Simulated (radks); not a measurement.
Spherical quantum dot in the effective-mass picture: electrons in a parabolic well V = omega^2 r^2 / 2 with omega = 1.27, all in effective atomic units (hartree* = m*/eps^2 hartree, bohr* = eps/m* bohr), one dielectric constant everywhere. Method: non-relativistic Kohn-Sham, PBEsol, spin-polarised, spherical densities; computed with a radial shooting solver with Libxc functionals. Levels are named by radial order and angular momentum (1s, 1p, 1d, 2s, ...), and open shells are averaged over m. Results are scaled to m* = 0.375 and eps = 6.8, for which hartree* = 220.7 meV and bohr* = 0.9596 nm.

N = 25, configuration 1s2 1p6 1d10 2s2 1f(up 5, down 0). This is the lowest configuration that the search found. Occupied and some empty levels:

| level | occupation | eigenvalue (meV) | <r> (nm) |
|---|---|---|---|
| 1s up | 1 | 3097.6 | 1.451 |
| 1s down | 1 | 3104.6 | 1.424 |
| 1p up | 3 | 3222.0 | 1.812 |
| 1p down | 3 | 3233.7 | 1.792 |
| 1d up | 5 | 3363.5 | 2.063 |
| 1d down | 5 | 3378.1 | 2.052 |
| 2s up | 1 | 3396.2 | 1.780 |
| 2s down | 1 | 3406.6 | 1.789 |
| 1f up | 5 | 3520.4 | 2.259 |
| 1f down | 0 | 3536.6 | 2.255 |
| 2p up | 0 | 3571.7 | 1.996 |
| 2p down | 0 | 3582.0 | 2.003 |
| 1g up | 0 | 3690.9 | 2.425 |
| 1g down | 0 | 3707.8 | 2.425 |
| 2d up | 0 | 3756.2 | 2.201 |
| 2d down | 0 | 3766.8 | 2.205 |

Energy (meV): total 54385.3, kinetic 6654.0, external 20407, Hartree 30170, exchange-correlation -2844.9.
